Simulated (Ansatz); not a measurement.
C4H12Ge, charge -1, doublet, geometry from GFN2-xTB (a state made from the parent by changing its charge; the spin is typed, not shown lowest) (a gas-phase anion, which may not be bound at this level). Base run: Ansatz (a first-principles code) with HF/STO-3G.

Here is a job for Ansatz.
Ansatz 0.2 input:
```yaml
crystal:
  periodic: [false, false, false]
  atoms:
    - {symbol: C, position_ang: [-0.18628611, -1.92257854, -1.31585367]}
    - {symbol: Ge, position_ang: [-0.04310753, 0.11793310, -0.29813758]}
    - {symbol: C, position_ang: [0.04327048, 2.31383916, 0.32673790]}
    - {symbol: C, position_ang: [-1.37936622, -0.38228772, 1.16976313]}
    - {symbol: C, position_ang: [1.65483068, -0.37132498, 0.73538698]}
    - {symbol: H, position_ang: [-1.14334550, -2.03132044, -1.82015718]}
    - {symbol: H, position_ang: [-0.09247176, -2.70019536, -0.56464315]}
    - {symbol: H, position_ang: [0.60895256, -2.03958462, -2.04793934]}
    - {symbol: H, position_ang: [0.21284443, 2.37088112, 1.39715706]}
    - {symbol: H, position_ang: [-0.89216839, 2.81440344, 0.08917968]}
    - {symbol: H, position_ang: [0.85304361, 2.82552521, -0.18761060]}
    - {symbol: H, position_ang: [-2.41225755, -0.24277892, 0.84957366]}
    - {symbol: H, position_ang: [-1.26937828, -1.42571518, 1.45829435]}
    - {symbol: H, position_ang: [-1.23161890, 0.22796698, 2.05844812]}
    - {symbol: H, position_ang: [1.67131249, -1.43087593, 0.98253315]}
    - {symbol: H, position_ang: [2.55884440, -0.15825181, 0.16424119]}
    - {symbol: H, position_ang: [1.72099073, 0.19019873, 1.66511944]}
basis:
  gaussian:
    orbitals: STO-3G
hamiltonian:
  xc: hf
total_charge: -1
magnetization: {spin_polarized: true, initial_magnetization: 1}
```

Variants of this job, named by their change:

```tsv
change	ΔE vs base (kcal/mol)
base	0.000
lower_state_search = full	0.000
lower_state_search = off	0.000
forces = on	0.000
accuracy = high	-0.029
point_charge = charge:0.5 position_ang:-3.4863, -1.6287, 4.9877	-26.30
lower_state_search = light	0.000
nuclear_model = gaussian	3.70
fitting.mean_field = cc-pVTZ-JKFIT	3.70
point_charge = charge:-1.0 position_ang:-2.7846, -0.9203, 5.5963	51.22
fitting.mean_field = def2-universal-JKFIT	-0.68
```

A gas-phase anion may not be bound at this level; its values then depend on the basis.
